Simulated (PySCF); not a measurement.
Record of a relaxation.

Species: C₂H₈BOP.
Numbering: `[CH3:1][CH2:2][O:3][BH:4][PH2:5]` (hydrogens: H6, H7, H8 on C1; H9, H10 on C2; H11 on B4; H12, H13 on P5)

Method: PySCF 2.14.0, PBE0-D3(BJ)/def2-SVP geometry optimisation, gas phase; density fitting, grid level 1; the optimiser is geomeTRIC in internal coordinates, started from a GFN2-xTB structure with every atom displaced at random (about 0.01 Å). The frame can shift and turn from step to step; on so coarse a grid that alone can change the energy by a few meV, and forces under 0.02 eV/Å are noise.

Step 0: E = -14201.6919 eV, largest atomic force 1.990 eV/Å
```
atom  x, y, z in Å  |  force x, y, z in eV/Å
C1     -2.058   -0.498   -0.409    0.034   1.818  -0.201
C2     -0.678   -0.416    0.161    0.027   0.309   0.548
O3     -0.159    0.883   -0.024    0.887   0.247  -0.123
B4      1.169    1.175   -0.187   -1.590  -1.164   0.275
P5      2.532   -0.163   -0.270    0.014  -0.028  -0.887
H6     -2.061   -0.242   -1.479    0.080  -0.129  -0.059
H7     -2.706    0.253    0.084    0.061  -0.231  -0.043
H8     -2.477   -1.461   -0.274   -0.605  -1.391   0.188
H9     -0.024   -1.146   -0.306    0.413  -0.492  -0.269
H10    -0.697   -0.629    1.249    0.025  -0.035  -0.144
H11     1.375    2.304   -0.346    0.422   1.302  -0.232
H12     3.545    0.646    0.248    0.516   0.392   0.087
H13     2.245   -0.725    0.960   -0.282  -0.597   0.859
```

Step 1: E = -14201.8241 eV, largest atomic force 0.349 eV/Å
```
atom  x, y, z in Å  |  force x, y, z in eV/Å
C1     -2.038   -0.533   -0.586   -0.118  -0.320   0.072
C2     -0.656   -0.446    0.011    0.028  -0.131  -0.018
O3     -0.175    0.877   -0.119    0.073   0.056   0.129
B4      1.121    1.228   -0.046   -0.025   0.075  -0.244
P5      2.542   -0.083    0.052    0.003   0.039   0.310
H6     -2.017   -0.305   -1.660    0.009   0.020  -0.084
H7     -2.712    0.183   -0.097   -0.036   0.062   0.029
H8     -2.462   -1.548   -0.453    0.146   0.232  -0.040
H9      0.038   -1.157   -0.480   -0.055   0.098  -0.001
H10    -0.682   -0.714    1.081    0.002   0.018   0.043
H11     1.360    2.410   -0.207    0.009  -0.143   0.055
H12     3.536    0.768    0.622   -0.076  -0.046  -0.037
H13     2.154   -0.688    1.298    0.041   0.040  -0.215
```

Step 2: E = -14201.8340 eV, largest atomic force 0.066 eV/Å
```
atom  x, y, z in Å  |  force x, y, z in eV/Å
C1     -2.039   -0.535   -0.576   -0.037  -0.037   0.018
C2     -0.652   -0.440    0.010    0.022  -0.060  -0.019
O3     -0.172    0.883   -0.126    0.015   0.031   0.050
B4      1.126    1.225   -0.077   -0.017   0.038   0.021
P5      2.547   -0.079    0.056    0.009   0.021   0.038
H6     -2.026   -0.305   -1.652    0.004   0.007   0.007
H7     -2.716    0.176   -0.080    0.005   0.000  -0.008
H8     -2.445   -1.550   -0.443    0.024   0.027  -0.009
H9      0.039   -1.142   -0.494   -0.015   0.002  -0.001
H10    -0.662   -0.708    1.081   -0.009   0.017  -0.002
H11     1.371    2.404   -0.214    0.023  -0.034  -0.045
H12     3.512    0.773    0.663   -0.018   0.000   0.000
H13     2.127   -0.707    1.268   -0.006  -0.014  -0.050
```

Step 3: E = -14201.8364 eV, largest atomic force 0.075 eV/Å
```
atom  x, y, z in Å  |  force x, y, z in eV/Å
C1     -2.034   -0.538   -0.569    0.010   0.058  -0.009
C2     -0.646   -0.435    0.015    0.000   0.008   0.002
O3     -0.172    0.892   -0.122   -0.036   0.023   0.019
B4      1.125    1.235   -0.083   -0.006  -0.062   0.024
P5      2.539   -0.075    0.048    0.034   0.051  -0.044
H6     -2.022   -0.306   -1.644   -0.003   0.003   0.016
H7     -2.716    0.168   -0.073    0.008  -0.011  -0.006
H8     -2.429   -1.555   -0.437   -0.019  -0.044   0.003
H9      0.045   -1.132   -0.493    0.005  -0.014  -0.002
H10    -0.653   -0.702    1.086   -0.004   0.004  -0.007
H11     1.379    2.408   -0.232    0.008   0.014  -0.035
H12     3.493    0.767    0.684    0.014   0.000   0.021
H13     2.099   -0.731    1.234   -0.011  -0.029   0.019
```

Step 4: E = -14201.8381 eV, largest atomic force 0.154 eV/Å
```
atom  x, y, z in Å  |  force x, y, z in eV/Å
C1     -2.041   -0.535   -0.560    0.068   0.133  -0.038
C2     -0.653   -0.437    0.023   -0.008   0.064   0.028
O3     -0.172    0.889   -0.114    0.003  -0.085  -0.022
B4      1.129    1.223   -0.093    0.001  -0.003   0.012
P5      2.574   -0.050    0.040   -0.052   0.016  -0.124
H6     -2.026   -0.299   -1.634   -0.010  -0.003   0.014
H7     -2.722    0.173   -0.064    0.004  -0.018   0.008
H8     -2.435   -1.551   -0.432   -0.062  -0.103   0.015
H9      0.031   -1.138   -0.487    0.029  -0.022   0.007
H10    -0.660   -0.700    1.095    0.005  -0.017  -0.007
H11     1.381    2.391   -0.268    0.020   0.083  -0.016
H12     3.480    0.800    0.731    0.010   0.013   0.038
H13     2.123   -0.771    1.179   -0.008  -0.056   0.085
```

Step 5: E = -14201.8397 eV, largest atomic force 0.051 eV/Å
```
atom  x, y, z in Å  |  force x, y, z in eV/Å
C1     -2.036   -0.537   -0.557    0.031   0.038  -0.015
C2     -0.648   -0.434    0.027   -0.011   0.042  -0.001
O3     -0.173    0.893   -0.116   -0.001  -0.028  -0.009
B4      1.127    1.233   -0.096    0.001  -0.021   0.014
P5      2.564   -0.049    0.030   -0.007   0.014  -0.038
H6     -2.022   -0.303   -1.632   -0.003  -0.001   0.005
H7     -2.718    0.170   -0.062   -0.002  -0.007   0.010
H8     -2.430   -1.554   -0.428   -0.023  -0.029   0.005
H9      0.040   -1.135   -0.479    0.007  -0.012   0.004
H10    -0.655   -0.694    1.099    0.005  -0.008  -0.002
H11     1.380    2.403   -0.270    0.001   0.024  -0.008
H12     3.471    0.786    0.738    0.004  -0.001   0.012
H13     2.108   -0.785    1.162    0.000  -0.013   0.023
```

Step 6: E = -14201.8400 eV, largest atomic force under 0.02 eV/Å
```
atom  x, y, z in Å  |  force x, y, z in eV/Å
C1     -2.036   -0.536   -0.555    0.004   0.002  -0.001
C2     -0.647   -0.435    0.026   -0.004   0.016   0.000
O3     -0.171    0.891   -0.119   -0.001  -0.010  -0.009
B4      1.127    1.234   -0.098    0.000  -0.004   0.007
P5      2.566   -0.047    0.027    0.002   0.004  -0.001
H6     -2.027   -0.301   -1.629   -0.001   0.001   0.001
H7     -2.716    0.171   -0.056   -0.002  -0.003   0.004
H8     -2.433   -1.553   -0.425   -0.001   0.001   0.001
H9      0.040   -1.137   -0.480    0.000  -0.002   0.001
H10    -0.653   -0.695    1.098    0.003  -0.004   0.001
H11     1.379    2.405   -0.275   -0.002   0.000   0.000
H12     3.469    0.786    0.744    0.001  -0.002   0.000
H13     2.111   -0.790    1.157    0.000   0.000  -0.002
```

Task: Summarise the path.

Result: The energy falls by 3.42 kcal/mol from step 0 to step 6; nine tenths of that is first reached at step 2. It falls at every step. The largest force goes from 1.990 to under 0.02 eV/Å. Among the bonds B4–H11 changes most, from 1.158 to 1.211 Å; the atoms move by 0.114 Å rms after alignment.

Task: Follow the three bonds and two angles with the largest change from start to end.

Result: 
| step | E above end (kcal/mol) | largest force (eV/Å) | B4–H11 (Å) | P5–H13 (Å) | C1–H8 (Å) | P5–B4–H11 (°) | B4–P5–H13 (°) |
| --- | --- | --- | --- | --- | --- | --- | --- |
| 0 | 3.42 | 1.990 | 1.158 | 1.383 | 1.059 | 123.3 | 95.6 |
| 1 | 0.37 | 0.349 | 1.217 | 1.438 | 1.108 | 121.4 | 97.5 |
| 2 | 0.14 | 0.066 | 1.211 | 1.428 | 1.101 | 121.0 | 97.9 |
| 3 | 0.08 | 0.075 | 1.209 | 1.425 | 1.099 | 120.8 | 98.2 |
| 4 | 0.04 | 0.154 | 1.207 | 1.422 | 1.096 | 119.4 | 98.7 |
| 5 | 0.01 | 0.051 | 1.210 | 1.425 | 1.099 | 119.7 | 99.0 |
| 6 | 0.00 | under 0.02 | 1.211 | 1.426 | 1.100 | 119.7 | 99.2 |

The cost below is that of the whole optimisation. The run took 29 s wall on an Arm Neoverse V1 with one thread, shared host with 32 logical CPUs at a one-minute load of 8.2, and the process peaked at 0.47 GiB of memory.
